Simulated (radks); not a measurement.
Task: The mean radii <r> (bohr) of the occupied orbitals of an atom or ion are listed with their occupations. Method: scalar-relativistic Kohn-Sham, PBEsol, spin-polarised, spherical densities, finite nucleus; Fermi nuclear charge, rms radius of each element as measured or else 0.836 A^(1/3) + 0.57 fm; computed with a radial shooting solver on a logarithmic mesh with Libxc functionals.

| orbital | occ. | <r> |
|---|---|---|
| 1s up | 1 | 0.01805 |
| 1s down | 1 | 0.01805 |
| 2s up | 1 | 0.07622 |
| 2s down | 1 | 0.07622 |
| 2p up | 3 | 0.06833 |
| 2p down | 3 | 0.06833 |
| 3s up | 1 | 0.1958 |
| 3s down | 1 | 0.1957 |
| 3p up | 3 | 0.1957 |
| 3p down | 3 | 0.1956 |
| 3d up | 5 | 0.1767 |
| 3d down | 5 | 0.1767 |
| 4s up | 1 | 0.4017 |
| 4s down | 1 | 0.4018 |
| 4p up | 3 | 0.4147 |
| 4p down | 3 | 0.4149 |
| 4d up | 3 | 0.4148 |

Name the element and its charge. Open shells, if any, are filled with parallel spins first.

Result: Z = 75, rhenium, charge +36: Re36+ in [Kr] 4d3. The 1s radius gives Z: for a bare nucleus <r> = (2 gamma + 1)/(2Z) with gamma = sqrt(1 - (Z/c)^2), 0.01783 bohr for Z = 75, and screening makes it slightly larger (0.01805 here). The occupations add up to 39, and the charge is Z minus that.
